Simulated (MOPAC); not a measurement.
MOPAC input (MNDO):

```
MNDO 1SCF GEO-OK AUX(PRECISION=9) THREADS=1
F2GeO

Ge   -0.08477700 1   -0.07437600 1   -0.00531600 1
O    -1.30740300 1   -1.14700300 1   -0.08197500 1
F    -0.02644000 1    1.54895700 1   -0.55155900 1
F     1.49000600 1   -0.26495100 1    0.64332600 1
```

Output:

```
 *******************************************************************************
 **                                                                           **
 **                              MOPAC v23.2.5                                **
 **                                                                           **
 *******************************************************************************
 ** MOPAC's Digital Object Identifier: https://doi.org/10.5281/zenodo.6511958 **
 **                                                                           **
 ** Please cite the open-source release paper for use of this MOPAC version:  **
 ** J. E. Moussa and J. J. P. Stewart (2026)                                  **
 ** MOPAC: An open-source semiempirical molecular orbital program             **
 ** J. Open Source Softw., 11(119), 8025, https://doi.org/10.21105/joss.08025 **
 *******************************************************************************

                              MNDO CALCULATION RESULTS

 *******************************************************************************
 *  MNDO       - The MNDO Hamiltonian to be used
 *  GEO-OK     - OVERRIDE INTERATOMIC DISTANCE AND OTHER SAFETY CHECKS
 *  1SCF       - DO 1 SCF AND THEN STOP
 *  AUX        - OUTPUT AUXILIARY INFORMATION
 *******************************************************************************
MNDO 1SCF GEO-OK AUX(PRECISION=9) THREADS=1
 F2GeO

   ATOM   CHEMICAL          X               Y               Z
  NUMBER   SYMBOL      (ANGSTROMS)     (ANGSTROMS)     (ANGSTROMS)

     1      Ge         -0.08477700  *  -0.07437600  *  -0.00531600  *
     2       O         -1.30740300  *  -1.14700300  *  -0.08197500  *
     3       F         -0.02644000  *   1.54895700  *  -0.55155900  *
     4       F          1.49000600  *  -0.26495100  *   0.64332600  *

          CARTESIAN COORDINATES

    NO.       ATOM           X           Y           Z

     1        Ge         -0.0848     -0.0744     -0.0053
     2         O         -1.3074     -1.1470     -0.0820
     3         F         -0.0264      1.5490     -0.5516
     4         F          1.4900     -0.2650      0.6433

  O: (MNDO): M.J.S. DEWAR, W. THIEL, J. AM. CHEM. SOC., 99, 4899, (1977)
  F: (MNDO): M.J.S. DEWAR, H.S. RZEPA, J. AM. CHEM. SOC., 100, 777, (1978)
 Ge: (MNDO): M.J.S.DEWAR, G.L.GRADY, E.F.HEALY,ORGANOMETALLICS 6 186-189 (1987)

           Empirical Formula: O Ge F2  =     4 atoms

      MOLECULAR POINT GROUP   :   C2v

      RHF CALCULATION, NO. OF DOUBLY OCCUPIED LEVELS = 12

 -------------------------------------------------------------------------------
 MNDO 1SCF GEO-OK AUX(PRECISION=9) THREADS=1
 F2GeO

     1SCF WAS SPECIFIED, SO BFGS WAS NOT USED
     SCF FIELD WAS ACHIEVED

                              MNDO CALCULATION
                                                       MOPAC v23.2.5 Linux

          FINAL HEAT OF FORMATION =       -106.89047 KCAL/MOL =    -447.22972 KJ/MOL

          COSMO AREA              =         94.67 SQUARE ANGSTROMS
          COSMO VOLUME            =         80.88 CUBIC ANGSTROMS

          IONIZATION POTENTIAL    =         11.174881 EV
          HOMO LUMO ENERGIES (EV) =        -11.175 -0.450
          NO. OF FILLED LEVELS    =         12
          MOLECULAR WEIGHT        =        126.5862         POINT GROUP:  C2v

          MOLECULAR DIMENSIONS (Angstroms)

            Atom       Atom       Distance
            F     3    O     2     3.02152
            F     4    O     2     2.38098
            F     4   Ge     1     0.00000

          SCF CALCULATIONS        =          1

   ATOM   CHEMICAL          X               Y               Z
  NUMBER   SYMBOL      (ANGSTROMS)     (ANGSTROMS)     (ANGSTROMS)

     1      Ge         -0.08477700  *  -0.07437600  *  -0.00531600  *
     2       O         -1.30740300  *  -1.14700300  *  -0.08197500  *
     3       F         -0.02644000  *   1.54895700  *  -0.55155900  *
     4       F          1.49000600  *  -0.26495100  *   0.64332600  *

                             CARTESIAN COORDINATES

   1   Ge       -0.084777000    -0.074376000    -0.005316000
   2    O       -1.307403000    -1.147003000    -0.081975000
   3    F       -0.026440000     1.548957000    -0.551559000
   4    F        1.490006000    -0.264951000     0.643326000

           Empirical Formula: O Ge F2  =     4 atoms

      MOLECULAR POINT GROUP   :   C2v

                  EIGENVALUES
 -43.89018 -41.65390 -36.07772 -16.89957 -16.75750 -16.10442 -15.40735 -15.33968
 -15.33300 -12.54797 -11.27297 -11.17488  -0.44997  -0.31770   2.61310   4.71294

              NET ATOMIC CHARGES AND DIPOLE CONTRIBUTIONS

  ATOM NO.   TYPE          CHARGE      No. of ELECS.   s-Pop       p-Pop
    1         Ge           1.921895        2.0781     0.53474     1.54336
    2          O          -0.812908        6.8129     1.90440     4.90851
    3          F          -0.554493        7.5545     1.86746     5.68703
    4          F          -0.554493        7.5545     1.86746     5.68703
 DIPOLE           X         Y         Z       TOTAL
 POINT-CHG.     0.424     0.372     0.027     0.565
 HYBRID         0.620     0.544     0.039     0.826
 SUM            1.044     0.916     0.065     1.391

          ATOMIC ORBITAL ELECTRON POPULATIONS

     Atom    s        px        py        pz
    1 Ge   0.53474   0.53473   0.51554   0.49309
    2  O   1.90440   1.59663   1.66327   1.64861
    3  F   1.86746   1.97638   1.77087   1.93978
    4  F   1.86746   1.78009   1.97686   1.93008

 **********************
 *                    *
 * JOB ENDED NORMALLY *
 *                    *
 **********************

 == MOPAC DONE ==
```

The geometry given is a B3LYP-D3(BJ)/def2-TZVP minimum.
